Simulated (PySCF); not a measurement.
Numbering as in the mapped SMILES `[CH3:1][CH2:2][SiH2:3]/[C:4]([F:5])=[CH:6]\[CH:7]=[O:8]`. Each H is labelled by its parent atom.

Gas phase, one averaged value for each set of equivalent atoms, relativity neglected, a single conformation. Structure optimised with GFN2-xTB; GIAO PBE0/pcSseg-1 shieldings; PySCF 2.14.0 with density-fitted response routines.

Predict the 2D correlation tables (HSQC, COSY, HMBC).

Answers



HSQC (one-bond C–H):
| δH | δC |
| --- | --- |
| 10.03 (H(C7)) | 192.0 (C7) |
| 6.43 (H(C6)) | 133.9 (C6) |
| 1.22 (H(C2)) | 4.4 (C2) |
| 1.22 (H(C1)) | 10.1 (C1) |

COSY cross peaks (H two or three bonds apart, from the bond graph; peaks can be absent where the dihedral angle is near 90°):
| δH | δH |
| --- | --- |
| 10.03 (H(C7)) | 6.43 (H(C6)) |
| 4.72 (H(Si3)) | 1.22 (H(C2)) |
| 1.22 (H(C2)) | 1.22 (H(C1)) |

HMBC (two and three bonds, from the bond graph):
| δH | δC |
| --- | --- |
| 10.03 (H(C7)) | 201.2 (C4), 133.9 (C6) |
| 6.43 (H(C6)) | 201.2 (C4), 192.0 (C7) |
| 4.72 (H(Si3)) | 201.2 (C4), 133.9 (C6), 10.1 (C1), 4.4 (C2) |
| 1.22 (H(C2)) | 201.2 (C4), 10.1 (C1) |
| 1.22 (H(C1)) | 4.4 (C2) |

Scale: 1H (σ = 31.72 ppm) and 13C (σ = 186.93 ppm) vs TMS (reference shieldings calculated alike).

Short H···H contacts in this conformer between protons four or more bonds apart (candidates for NOE cross peaks, intensity ∝ r⁻⁶): H(Si3)···H(C7) 2.66 Å.

Shifts are as computed. Against solution values, carbons near 30 ppm lie about +3 ppm off and those near 130 ppm about +5 ppm. Of 1309 compounds with measured shifts, 239 miss one by over three times the rms of a fit or turn the order of signals round; such compounds aren't used in these exercises.
